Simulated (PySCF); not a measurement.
Job file and geometry (Å, from GFN2-xTB) of an NMR shielding run on `CC(C)OC[S@@+](C)[AlH3-]`, C5H15AlOS, GIAO PBE0/pcSseg-1 NMR shielding, non-relativistic, gas phase in PySCF; density fitting, a coarse starting grid and PySCF grid level 2 are the driver's defaults:

```
$ OMP_NUM_THREADS=1 python probes_run.py task.json out

{"job": {"kind": "nmr", "xc": "PBE0", "basis": "pcSseg-1"}, "charge": 0, "multiplicity": 1}
C      1.533109     0.640912     0.829669
C      1.849180    -0.246803    -0.367346
C      3.109296     0.219765    -1.086028
O      0.812387    -0.230357    -1.356239
C     -0.415798    -0.689622    -0.986737
S     -1.575067     0.675521    -0.417959
C     -3.126612    -0.223469    -0.654452
Al    -1.765669     0.350702     2.031365
H      2.405073     0.710326     1.473942
H      1.261222     1.639140     0.492334
H      0.707094     0.233267     1.420054
H      1.977026    -1.288202    -0.028213
H      3.963818     0.156251    -0.419366
H      2.982287     1.248512    -1.410977
H      3.291005    -0.399258    -1.959920
H     -0.384690    -1.438152    -0.184087
H     -0.904448    -1.094523    -1.875757
H     -3.198329    -1.032811     0.075068
H     -3.933148     0.485398    -0.494506
H     -3.164878    -0.606691    -1.670094
H     -3.322255     0.515033     2.105377
H     -0.885532     1.536843     2.534561
H     -1.219821    -1.134801     1.959390
```

Q: What does the program print?

A: 
```
coarse grid: 19064 points
cycle   1  E = -914.5938292866  dE =  5.454e-01  |g| = 5.989e-01  |ddm| = 4.021e+00
cycle   2  E = -914.5426895919  dE =  5.114e-02  |g| = 8.184e-01  |ddm| = 1.149e+00
cycle   3  E = -914.6675539826  dE = -1.249e-01  |g| = 1.118e-01  |ddm| = 7.451e-01
cycle   4  E = -914.6696948994  dE = -2.141e-03  |g| = 3.813e-02  |ddm| = 1.138e-01
cycle   5  E = -914.6700258384  dE = -3.309e-04  |g| = 7.246e-03  |ddm| = 3.694e-02
cycle   6  E = -914.6700363690  dE = -1.053e-05  |g| = 3.351e-03  |ddm| = 9.514e-03
cycle   7  E = -914.6700391708  dE = -2.802e-06  |g| = 3.955e-04  |ddm| = 3.341e-03
final grid: 171464 points
cycle   8  E = -914.7322073619  dE = -6.680e-05  |g| = 1.317e-02  |ddm| = 4.260e-02
cycle   9  E = -914.7321807891  dE =  2.657e-05  |g| = 1.775e-02  |ddm| = 2.075e-02
cycle  10  E = -914.7322436235  dE = -6.283e-05  |g| = 1.759e-03  |ddm| = 1.253e-02
cycle  11  E = -914.7322442371  dE = -6.136e-07  |g| = 2.873e-04  |ddm| = 1.789e-03
cycle  12  E = -914.7322442549  dE = -1.781e-08  |g| = 9.687e-05  |ddm| = 4.426e-04
cycle  13  E = -914.7322442573  dE = -2.352e-09  |g| = 3.063e-05  |ddm| = 1.429e-04
cycle  14  E = -914.7322442575  dE = -2.278e-10  |g| = 5.425e-06  |ddm| = 2.968e-05
converged SCF energy = -914.7322442575

GIAO shielding tensors (ppm)
atom      isotropic    diamagn.    paramagn.     s11        s22        s33       span
  0 C      158.315     253.299     -94.985    146.005    150.671    178.267     32.263
  1 C      106.918     244.788    -137.870     76.281     88.257    156.216     79.936
  2 C      161.389     246.949     -85.560    141.562    155.331    187.275     45.714
  3 O      240.977     399.084    -158.107    214.140    246.304    262.486     48.346
  4 C       93.803     249.895    -156.092     47.600    103.446    130.364     82.764
  5 S      567.627    1060.763    -493.135    411.293    522.829    768.760    357.468
  6 C      161.368     253.328     -91.960    142.260    161.137    180.706     38.446
  7 Al     399.393     796.095    -396.702    381.659    391.965    424.553     42.894
  8 H       30.517      31.916      -1.398     25.817     29.214     36.521     10.704
  9 H       30.732      33.665      -2.933     27.542     30.700     33.955      6.413
 10 H       28.971      34.167      -5.196     23.337     27.440     36.135     12.799
 11 H       27.886      32.137      -4.251     25.674     26.441     31.542      5.868
 12 H       30.801      28.190       2.611     26.420     28.486     37.498     11.078
 13 H       30.445      29.741       0.704     26.998     29.219     35.117      8.119
 14 H       30.225      28.684       1.541     25.902     27.916     36.856     10.955
 15 H       26.806      33.031      -6.224     22.431     28.470     29.519      7.088
 16 H       26.720      32.596      -5.876     20.786     29.074     30.301      9.516
 17 H       29.324      30.628      -1.304     24.140     28.243     35.590     11.450
 18 H       29.390      29.590      -0.200     24.633     25.825     37.712     13.079
 19 H       29.958      30.429      -0.470     24.403     27.687     37.786     13.383
 20 H       27.696      30.413      -2.718     23.661     27.196     32.231      8.570
 21 H       27.178      30.074      -2.895     23.499     26.937     31.100      7.601
 22 H       27.527      30.833      -3.306     24.818     27.408     30.355      5.537
```

Size and cost of the density-fitted run: 225 basis functions, 2.7 min wall time on 1 thread of an Intel Xeon, shared host; peak memory 1.1 GiB.
